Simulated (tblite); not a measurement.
Species: C₄H₆FN₃.
Atom-mapped SMILES: `[CH3:1][c:2]1[n:3][n:4]([CH3:5])[n:6][c:7]1[F:8]` (hydrogens: H9, H10, H11 on C1; H12, H13, H14 on C5)

Computed with GFN2-xTB (tblite), gas phase: L-BFGS steps from a force-field or distance-geometry start until the largest atomic force falls under 0.01 eV/Å.

Step 3: E = -683.3644 eV
```
atom  x, y, z in Å  |  force x, y, z in eV/Å
C1      2.3239   -0.5973   -0.0838   -0.061  -0.003   0.131
C2      0.9786   -0.0021    0.0379   -0.378   0.324   0.024
N3     -0.1363   -0.6845   -0.1916   -0.238   0.058  -0.027
N4     -1.1303    0.1552   -0.0006   -0.433  -0.078  -0.084
C5     -2.5022   -0.2876   -0.1710    0.010   0.083   0.008
N6     -0.7601    1.3774    0.3472   -0.028  -0.379  -0.073
C7      0.5625    1.2980    0.3792    0.094  -0.194  -0.038
F8      1.3694    2.3045    0.6888   -0.178   0.153   0.018
H9      3.1160    0.1452   -0.0588   -0.108   0.066   0.085
H10     2.3552   -1.1316   -1.0199    0.176  -0.251  -0.245
H11     2.4444   -1.3067    0.7301    0.227  -0.086   0.028
H12    -3.1868    0.5332   -0.4021    0.420   0.122   0.154
H13    -2.5560   -0.9981   -0.9960    0.262   0.012  -0.017
H14    -2.8791   -0.8060    0.7183    0.235   0.171   0.036
```

Step 4: E = -683.3834 eV
```
atom  x, y, z in Å  |  force x, y, z in eV/Å
C1      2.3201   -0.5987   -0.0833   -0.138  -0.028  -0.010
C2      0.9711    0.0011    0.0379   -0.023  -0.047  -0.056
N3     -0.1416   -0.6821   -0.1930   -0.277  -0.046  -0.044
N4     -1.1345    0.1566   -0.0004   -0.165  -0.097  -0.094
C5     -2.4934   -0.2848   -0.1710   -0.205  -0.057  -0.030
N6     -0.7644    1.3753    0.3469   -0.089  -0.287  -0.049
C7      0.5572    1.2926    0.3779    0.073   0.097   0.037
F8      1.3581    2.3018    0.6870   -0.098   0.218   0.043
H9      3.1098    0.1432   -0.0555   -0.060   0.135   0.062
H10     2.3615   -1.1369   -1.0229    0.116  -0.140  -0.096
H11     2.4523   -1.3066    0.7286    0.154  -0.105   0.061
H12    -3.1734    0.5330   -0.3957    0.261   0.276   0.071
H13    -2.5505   -0.9965   -0.9941    0.257   0.003  -0.043
H14    -2.8730   -0.7985    0.7154    0.193   0.080   0.147
```

Task: Estimate the geometry and energy of step 5. (The exact step hangs on the optimiser's Hessian estimate; all steps are aligned on step 4, rigid shifts and turns removed.)

Result: E = -683.3995 eV, largest force 0.370 eV/Å
```
atom  x, y, z in Å  |  force x, y, z in eV/Å
C1      2.3143   -0.6007   -0.0837   -0.006  -0.084  -0.086
C2      0.9655    0.0017    0.0366   -0.028  -0.232  -0.090
N3     -0.1509   -0.6817   -0.1953   -0.054  -0.086  -0.046
N4     -1.1407    0.1560   -0.0021    0.122  -0.098  -0.077
C5     -2.4902   -0.2840   -0.1716   -0.271  -0.097  -0.037
N6     -0.7701    1.3691    0.3459   -0.039  -0.053   0.010
C7      0.5543    1.2909    0.3778   -0.103   0.040   0.011
F8      1.3468    2.3037    0.6864   -0.033   0.270   0.065
H9      3.1035    0.1442   -0.0516   -0.097   0.115   0.031
H10     2.3688   -1.1435   -1.0264    0.057  -0.028   0.053
H11     2.4616   -1.3085    0.7285    0.066  -0.064   0.023
H12    -3.1579    0.5387   -0.3893    0.087   0.360  -0.004
H13    -2.5412   -0.9952   -0.9935    0.190  -0.028  -0.078
H14    -2.8645   -0.7910    0.7161    0.108  -0.013   0.225
```

The energy changes by -0.0160 eV. The first-order estimate −F·Δx gives -0.0230 eV and the mean of the old and new forces, exact on a quadratic surface, -0.0160 eV. The step makes an angle of 41° with the force vector and moves no atom by more than 0.018 Å.

The cost below is that of the whole relaxation. The run took 0.32 s wall on an Intel Xeon Platinum 8488C with one thread, shared host with 96 logical CPUs at a one-minute load of 65.
